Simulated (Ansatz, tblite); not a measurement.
Isomers of Ge4H6 (singlet), found by a short tight-binding search and relaxed with PBE-D4/def2-SVP in Ansatz.

The xTB rows come from tblite. LC-ωPBE has ω = 0.4 bohr⁻¹. Correlated methods freeze 36 core orbitals; core or outer-core shells of Ge are correlated, in sets that lack core-valence functions.

Run but left out: HF/def2-SVP (B: restricted singlet, unstable towards broken spin symmetry); HF/def2-SVP (C: restricted singlet, unstable towards broken spin symmetry).

B: The restricted singlet is unstable towards broken spin symmetry in Hartree–Fock (as tested in another run); at PBE-D4/def2-TZVP, r2SCAN-D4/def2-TZVP, PBE0-D4/def2-TZVP, CAM-B3LYP-D4/def2-TZVP and others this wasn't settled. At CCSD(T)/def2-SVP the restricted singlet (for correlated methods, its reference) is unstable: a solution with broken spin symmetry lies lower. C: The restricted singlet is unstable towards broken spin symmetry in Hartree–Fock (as tested in another run); at r2SCAN-D4/def2-TZVP, PBE0-D4/def2-TZVP, CAM-B3LYP-D4/def2-TZVP, LC-ωPBE/def2-TZVP this wasn't settled. At CCSD(T)/def2-SVP the restricted singlet (for correlated methods, its reference) is unstable: a solution with broken spin symmetry lies lower.

Other spin states weren't relaxed.

A:

```xyz
10

Ge   -1.326   -1.137   -1.810
Ge    2.027   -0.217    1.472
Ge    0.977    2.197    0.723
Ge   -0.013   -0.036   -0.079
H    -1.637   -2.285   -0.739
H     0.703    1.710   -0.859
H     0.596   -0.973    1.803
H    -0.615    1.817    0.939
H    -2.541   -0.182   -1.395
H     1.829   -0.894   -0.055
```

B:

```xyz
10

Ge   -0.9372   -1.2545   -0.0938
Ge    0.9360    1.2558    0.0913
Ge    1.3000   -0.8906   -1.0873
Ge   -1.3000    0.8896    1.0881
H     1.2484   -1.0094   -2.6353
H    -2.5731    1.6078    0.5625
H    -1.5882   -0.6035   -1.4049
H     1.5887    0.6071    1.4027
H    -1.2468    1.0065    2.6361
H     2.5721   -1.6088   -0.5595
```

C:

```xyz
10

Ge    1.2330    0.2056    1.3731
Ge   -1.7202   -0.2167   -0.6649
Ge    0.2804   -1.5287   -0.0896
Ge   -0.0392    1.5342   -0.2612
H     0.6152    0.2208    2.7955
H    -2.3457   -0.3612   -2.0776
H     1.1630   -1.3966   -1.3958
H     0.8666    1.4430   -1.5548
H     2.7737    0.3710    1.4552
H    -2.8269   -0.2715    0.4201
```

Problem. Estimate which lies lowest at each level, and how far above it the others are (eV).

Solution. 
```csv
level,A,B,C
GFN1-xTB,2.16,0.06,0.00
GFN2-xTB,0.46,0.00,0.17
PBE-D4/def2-TZVP,1.78,0.33,0.00
r2SCAN-D4/def2-TZVP,2.11,0.36,0.00
PBE0-D4/def2-TZVP,2.12,0.36,0.00
CAM-B3LYP-D4/def2-TZVP,2.21,0.35,0.00
LC-ωPBE/def2-TZVP,2.52,0.42,0.00
MP2/def2-SVP,2.80,0.43,0.00
CCSD/def2-SVP,2.62,0.40,0.00
CCSD(T)/def2-SVP,2.57,0.39,0.00
```
Point groups (tolerance 0.1 Å): A Cs, B C2h, C C2v. B and C have the same bonds, so they are conformers or stereoisomers. Lower isomers may exist.
